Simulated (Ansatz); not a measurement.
Basis-set extrapolation for `C=C=C(F)N[SiH3]` (PBE0-D4/def2-TZVP geometry, frozen core, Ansatz). Multiplicity 1, RHF reference.

```
                      def2-TZVPP   def2-QZVPP
                 HF  -559.982519  -560.003627
    MP2 correlation    -1.045702    -1.123849
CCSD(T) correlation    -1.132954      not run
```

Energies in hartree. Use E(X) = E(∞) + A·exp(−7.88·√X) for Hartree–Fock and E(X) = E(∞) + B·X^(−2.97) for correlation, with X = 3 and 4, and add CCSD(T) minus MP2 of the smaller set to the MP2 limit.

What is the CCSD(T) energy at the basis-set limit?

HF limit: -560.003627 + (-0.021108) × 0.13774 = -560.00653. MP2 limit: -1.123849 + (-0.078147) × 0.74074 = -1.18174. Higher-order term: -1.132954 − (-1.045702) = -0.08725. Total: -561.27552 hartree, 420.2 kJ/mol below CCSD(T)/def2-TZVPP.
